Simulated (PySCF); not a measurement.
AsN from Hartree–Fock to correlated methods

State: ¹Σ⁺ (singlet), closed shell. Set-up: basis As def2-TZVPP, N def2-TZVPP; no relativity; PySCF 2.14. De refers to As + N in their high-spin ground configurations, without counterpoise correction. A positive dipole means As(−)N(+).

```tsv
Level	Re (Å)	ωe (cm⁻¹)	De (eV)	μ (D)	CPU s a point (SCF and correlation, without the integrals)
RHF	1.571	1308	0.083	-3.51	0.37
RHF-MP2	1.664	899	5.31	n/a	0.59
RHF-SCS-MP2	1.655	941	5.26	n/a	n/a
RHF-CCSD	1.614	1128	4.08	n/a	n/a
RHF-CCSD(T)	1.630	1064	4.62	n/a	12
PBE	1.628	1085	5.51	-2.88	1.4
PBEsol	1.620	1102	5.80	-2.87	1
r²SCAN	1.612	1134	4.71	-2.92	2.1
r²SCANh	1.605	1159	4.43	-2.99	2.6
PBE0	1.603	1167	4.60	-3.07	2.7
M06	1.605	1158	4.86	-3.29	2.6
MN15	1.594	1197	4.69	-3.09	2.6
ωB97X-V	1.594	1211	4.89	-3.20	6.4
```

(1) Which functional lies closest to RHF-CCSD(T) in De, which farthest, and by how much do they differ from it?

(2) What does a quarter of exact exchange do here, going from PBE to PBE0?

Correlated steps freeze 10 core orbitals. Where the molecule has an RHF reference, its open-shell atoms are computed with UHF.

The whole job (state search and all levels along the bond) took about 7.9 min on 1 thread of Arm Neoverse V1 (shared host), peak memory 1.8 GiB.

Answers

(1) Closest is PBE0 (-2.7 pm in Re, +9.7 % in ωe, -0.02 eV in De against RHF-CCSD(T) in the same basis), farthest PBEsol (-1.0 pm in Re, +3.6 % in ωe, +1.18 eV in De). CCSD(T) converges more slowly with the basis than the functionals do and binds too weakly in this one, so the order can change at the basis-set limit.

(2) PBE0 less PBE: -2.5 pm in Re, +7.6 % in ωe, -0.91 eV in De. Exact exchange removes part of the self-interaction that spreads semilocal densities, and in most molecules shortens and stiffens the bond and lowers De; so it does here.
